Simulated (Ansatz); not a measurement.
Mulliken charges of BFH6SiSn, SMILES `F[BH][SnH2][SiH3]` from ωB97M-V/def2-TZVPP in Ansatz (PBE0-D4/def2-TZVP geometry).

| atom | x (Å) | y (Å) | z (Å) | charge (e) |
| --- | --- | --- | --- | --- |
| F1 | -1.870 | 1.510 | -1.881 | -0.187 |
| B2 | -0.600 | 1.177 | -1.766 | 0.148 |
| Sn3 | 0.298 | 0.887 | 0.296 | 0.225 |
| Si4 | 0.219 | -1.584 | 0.990 | -0.023 |
| H5 | 0.010 | 1.016 | -2.789 | 0.042 |
| H6 | -0.517 | 1.810 | 1.483 | -0.081 |
| H7 | 1.937 | 1.378 | 0.296 | -0.085 |
| H8 | -1.191 | -2.053 | 1.054 | -0.012 |
| H9 | 0.847 | -1.773 | 2.324 | -0.012 |
| H10 | 0.949 | -2.418 | -0.003 | -0.015 |

Q: By hand: the dipole of these point charges (1 e Å = 4.8032 D).

A: Σ q r = (0.190, -0.011, -0.169) e Å, of length 0.255 e Å = 1.22 D.

Q: How does the dipole of the full density compare? (Estimate.)

A: Ansatz gave: (0.070, -0.036, -0.084) e Å, 0.55 D; the point charges give 2.22 times that, at 18° from its direction.

Point charges leave out the atoms' own dipoles, such as those of lone pairs, and Mulliken's split depends on the basis, so the two needn't agree.
